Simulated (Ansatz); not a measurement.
## Ansatz (development build ahead of 0.2.0) run

```yaml
crystal:
  periodic: [false, false, false]
  atoms:
    - { symbol: Li, position_ang: [-0.85139, -0.8471, -0.85877] }
    - { symbol: F, position_ang: [-0.94723, -0.93947, 0.94656] }
    - { symbol: F, position_ang: [-0.94127, 0.95416, -0.94531] }
    - { symbol: Li, position_ang: [-0.85982, 0.858, 0.84686] }
    - { symbol: F, position_ang: [0.94672, -0.9418, -0.94246] }
    - { symbol: Li, position_ang: [0.85085, -0.86062, 0.84837] }
    - { symbol: Li, position_ang: [0.85589, 0.8512, -0.86458] }
    - { symbol: F, position_ang: [0.95246, 0.95044, 0.95828] }
basis:
  gaussian: { orbitals: def2-TZVP }
hamiltonian:
  xc: hf
```

The input is written out in the form of the current development build from the run's settings.

Results

* Converged: yes
* Total energy: -428.22675 hartree
* Spin squared of the determinant: 0.000
